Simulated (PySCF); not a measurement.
Si(F)(Cl)(Me)2 (C2H6ClFSi), SMILES C[Si](C)(F)Cl.

Geometry optimised at ωB97X-D3(BJ)/def2-SVP.

Two levels are set side by side: TDDFT-PBE/def2-SVPD (PySCF) and TDDFT-M06-2X/def2-SVPD (PySCF). Vertical, same geometry. The lowest singlet is HOMO→LUMO 99 % with PBE and HOMO→LUMO 90 % with the other functional; states are paired by order. Differences are taken from unrounded values.

```
quantity                               TDDFT-PBE
-------------------------------------  ---------
lowest singlet excitation (eV)              7.12
lowest triplet excitation (TDA) (eV)        6.97
first bright state (f over 0.05) (eV)       7.12
its oscillator strength                     0.07
```

Problem. These are the TDDFT-PBE values. What does TDDFT-M06-2X give? (Estimate from the structure and the level; the computed values follow.)

Solution. 
| quantity | TDDFT-M06-2X | TDDFT-PBE minus TDDFT-M06-2X |
|---|---|---|
| lowest singlet excitation (eV) | 8.22 | -1.10 |
| lowest triplet excitation (TDA) (eV) | 8.01 | -1.04 |
| first bright state (f over 0.05) (eV) | 8.22 | -1.10 |
| its oscillator strength | 0.13 | -0.05 |

A lower first singlet is the usual sign of a functional without exact exchange. Differences between two approximate levels are no errors against the true value.

Rough cost on one machine, each run with all the roots and properties that it gave: TDDFT-M06-2X against TDDFT-PBE about 10 times.
